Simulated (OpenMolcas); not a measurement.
**Ionisation energies of europium**

- Program: OpenMolcas
- Basis: ANO-R2 [8s6p4d3f1g]
- Scalar Hamiltonian: X2C, finite nucleus
- Spin-orbit coupling: state interaction with AMFI integrals over the reference wave functions, term energies averaged over their components

Active shells in each charge state: the valence f, s shells, with orbitals averaged over the low states. Where CASPT2's correlated closed shells are named, they are those of the first ion.

A. CASSCF
B. SS-CASPT2, IPEA 0.25 Eh, imaginary shift 0.1 Eh (closed shells correlated: 5s 5p)
C. SS-CASPT2, IPEA 0.25 Eh, imaginary shift 0.1 Eh (closed shells correlated: 4d 5s 5p)
D. SS-CASPT2, IPEA 0 Eh, imaginary shift 0.1 Eh (closed shells correlated: 5s 5p)

Energies in eV between the lowest computed levels, named as in B; reference values from the NIST Atomic Spectra Database with their kind.

| From | To | A | B | C | D | Spin-orbit share in B | Reference |
| --- | --- | --- | --- | --- | --- | --- | --- |
| Eu 4f7 6s2 8S* 7/2 | Eu+ 4f7 6s 9S* 4 | 4.615 | 5.446 | 5.469 | 5.452 | +0.000 | 5.670 (measured) |
| Eu+ 4f7 6s 9S* 4 | Eu2+ 4f7 8S* 7/2 | 10.463 | 11.196 | 11.257 | 11.336 | +0.000 | 11.240 (semi-empirical) |

Error against the reference values, in %:

```json
{"From": "Eu", "Reference": "measured", "A": "-18.6", "B": "-4.0", "C": "-3.5", "D": "-3.8"}
{"From": "Eu+", "Reference": "semi-empirical", "A": "-6.9", "B": "-0.4", "C": "+0.2", "D": "+0.9"}
```

Absolute error against the one measured value: A 1.06 eV, B 0.22 eV, C 0.20 eV, D 0.22 eV.

The lowest level within the active space need not be the ion's true ground level.

* marks odd parity.
